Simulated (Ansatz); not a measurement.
Reaction (hydrogenolysis of a C–Si bond): `O[SiH2]/C(O)=C\Cl` + H₂ → `O/C=C\Cl` + `O[SiH3]`

Calculated with Ansatz (gas phase, PBE0-D4/def2-TZVP geometries, no zero-point term in ΔE). CCSD(T)/CBS adds triple-zeta CCSD(T) − MP2 to the extrapolated MP2 energy (def2 sets, frozen cores). This one scheme is used for every species. Double bonds are as drawn, so ΔE can hold a change between cis and trans. Functionals use def2-TZVPP. One conformer a species, not always the lowest.

`O[SiH2]/C(O)=C\Cl`:

Z-matrix (Å, degrees):
```
Si
C 1 1.875
O 1 1.660 2 98.3
H 1 1.484 2 113.0 3 -117.4
H 1 1.484 2 113.0 3 117.4
C 2 1.331 1 122.1 3 179.9
O 2 1.358 1 117.8 3 -0.0
H 3 0.957 1 120.4 2 179.6
Cl 6 1.726 2 119.5 1 0.0
H 6 1.082 2 125.3 1 -180.0
H 7 0.966 2 107.8 1 -0.0
```

H₂:

Z-matrix (Å, degrees):
```
H
H 1 0.746
```

`O/C=C\Cl`:

```xyz
7

O    -0.253   -0.173   -1.491
C     0.501   -0.216   -0.385
C     0.114    0.107    0.844
Cl   -1.499    0.646    1.144
H    -1.136    0.136   -1.245
H     1.513   -0.554   -0.572
H     0.761    0.055    1.705
```

`O[SiH3]`:

Z-matrix (Å, degrees):
```
Si
O 1 1.648
H 1 1.489 2 111.7
H 1 1.489 2 111.7 3 120.9
H 1 1.481 2 105.9 3 -119.6
H 2 0.957 1 117.9 3 -60.5
```

Is it downhill or uphill in electronic energy at CCSD(T)/CBS, and by how much? (Estimate.)

The calculation gave: Downhill: ΔE = -6.0 kcal/mol.

What do these levels give: r2SCAN-D4, ωB97X-V, PBE, MP2/def2-QZVPP, HF/CBS(def2), CCSD/CBS(def2)? (Estimate.)

Computed: r2SCAN-D4 -5.3, ωB97X-V -6.6, PBE -7.0, MP2/def2-QZVPP -5.1, HF/CBS(def2) -14.7, CCSD/CBS(def2) -7.6 kcal/mol.

Largest T1 diagnostic among the species: 0.012.

In def2-TZVPP, CCSD(T) changes the Hartree–Fock value by +7.9 kcal/mol (the triples alone add +1.6 kcal/mol) and MP2 by +9.1 kcal/mol. From PBE to PBE0 (25 % exact exchange), in def2-TZVPP and without D4, ΔE moves by −1.1 kcal/mol. The D4 term adds +3.6 kcal/mol with B3LYP and +2.0 kcal/mol with PBE0; it sums over pairs of atoms, weighted by their polarisabilities, and B3LYP, whose exchange is more repulsive, gets the larger term.

B3LYP here is the variant with VWN-RPA as its local correlation; programs differ in this.
